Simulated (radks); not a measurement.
O V, 4 electrons, occupied as [He] 2s1 2p1 (not the ground configuration).

Calculated with a radial shooting solver on a logarithmic mesh with Libxc functionals: scalar-relativistic Kohn-Sham, PBE, spin-polarised, spherical densities, finite nucleus; open shells are filled with parallel spins first; Fermi nuclear charge, rms radius 2.6991 fm.

Energy parts (hartree):
total: -68.01458
kinetic: 68.04497
electron-nucleus: -147.09617
Hartree: 17.18346
exchange-correlation: -6.14685

Orbitals (lengths in bohr, moments of r in powers of bohr; <r^-3> diverges for s and p1/2):
| orbital | occ. | eigenvalue (hartree) | <r^-3> |
|---|---|---|---|
| 1s up | 1 | -22.73728 | - |
| 1s down | 1 | -22.63556 | - |
| 2s up | 1 | -3.84074 | - |
| 2p up | 1 | -3.33877 | 9.717 |
| 3s up | 0 | -1.35843 | - |
| 3d up | 0 | -1.12257 | 0.3475 |

The highest occupied level is 2p up at -90.853 eV. Spin moment in Bohr magnetons: 2.
